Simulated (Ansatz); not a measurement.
CH8AlClSi2, SMILES `C[Si]([AlH2])([SiH3])Cl`, relaxed with RKS PBE-D4/def2-SVP in Ansatz from a rough embedded geometry. The force threshold is 0.03 eV/Å; the program also tests the step.

The species carries charge 0 and has multiplicity 1.

Start:

```xyz
13

C     0.285   -0.322   -1.725
Si   -0.272    0.459   -0.192
Al   -1.942   -0.858    0.769
Si    1.410    0.608    1.257
Cl   -1.024    2.394   -0.567
H     0.660   -1.343   -1.598
H    -0.605   -0.399   -2.463
H     1.032    0.304   -2.232
H    -1.655   -2.426    1.199
H    -3.402   -0.270    1.079
H     2.520    1.401    0.584
H     1.966   -0.767    1.482
H     1.028    1.219    2.407
```

```
step  energy (eV)  largest force (eV/Å)  largest move (Å)
   1  -36012.1910                 3.348             0.000
   2  -36012.7205                 1.177             0.193
   3  -36012.7942                 0.235             0.094
   4  -36012.8049                 0.075             0.048
   5  -36012.8058                 0.018             0.011
```

End:

```xyz
13

C     0.293   -0.320   -1.859
Si   -0.329    0.390   -0.210
Al   -2.123   -0.923    0.853
Si    1.517    0.630    1.241
Cl   -1.043    2.354   -0.576
H     0.698   -1.342   -1.706
H    -0.527   -0.373   -2.604
H     1.098    0.320   -2.275
H    -1.809   -2.443    1.268
H    -3.562   -0.296    1.173
H     2.599    1.468    0.609
H     2.083   -0.735    1.546
H     1.105    1.270    2.541
```

Run time 10 s (4 threads of an Arm Neoverse V1 on a shared host); peak host memory 0.19 GiB.
